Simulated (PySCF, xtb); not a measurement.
NbOCl₂, SMILES [Cl][Nb](=[O])[Cl] (connectivity only; charge and spin as stated), neutral, multiplicity 2.

Harmonic wavenumbers (cm⁻¹) from GFN2-xTB in xtb 6.7.1 at its own minimum, in rising order: 75, 101, 134, 343, 399, 853.

What does PySCF with B3LYP-D3(BJ)/def2-SVP give at its own minimum? (An estimate is asked for; the answer gives what the named calculation found.)

38, 98, 208, 373, 448, 1037. Paired by order, the mean absolute difference is 63 cm⁻¹ and the zero-point energies are 2.7 and 3.1 kcal/mol.
